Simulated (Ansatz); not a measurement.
CH3Se2, doublet, geometry from GFN2-xTB; Ansatz (a program for electronic structure) with BHLYP/STO-3G.

Here is a job for Ansatz.
Ansatz 0.2 input:
```yaml
crystal:
  periodic: [false, false, false]
  atoms:
    - {symbol: C, position_ang: [-2.11547240, -0.41879670, 0.07488089]}
    - {symbol: Se, position_ang: [-0.55419547, 0.77241374, -0.09237170]}
    - {symbol: Se, position_ang: [1.13849247, -0.64326175, 0.06997820]}
    - {symbol: H, position_ang: [-2.07265492, -0.92307861, 1.03673090]}
    - {symbol: H, position_ang: [-3.00980833, 0.19220440, 0.00649221]}
    - {symbol: H, position_ang: [-2.09080048, -1.14751331, -0.73112931]}
basis:
  gaussian:
    orbitals: STO-3G
hamiltonian:
  xc: {name: BHLYP}
magnetization: {spin_polarized: true, initial_magnetization: 1}
```

It wrote (shortened):

```
Functional definition: BHLYP
467 factors; integrals over basis functions are off by at most 2.0e-5 eV
mean field evaluation 1: about -130324.1339 eV, gradient 9.9e0 eV
mean field evaluation 2: about -130324.6266 eV, gradient 9.2e0 eV
mean field evaluation 4: about -130325.4639 eV, gradient 3.9e-1 eV
mean field evaluation 8: about -130325.4767 eV, gradient 8.0e-3 eV
mean field evaluation 16: about -130325.0433 eV, gradient 1.6e0 eV
mean field -130325.47667359 eV, -4789.3729299737 hartree, gradient 2.8e-5 eV, S^2 0.750790; 1 other end points of the search recorded, 0 dependent functions left out
reference -130325.47679943 eV, -4789.3729345983 hartree; 39, 38 occupied and 5, 6 virtual orbitals, 467 factors
Total energy: -130325.47679943 eV, -4789.3729345983 hartree
```
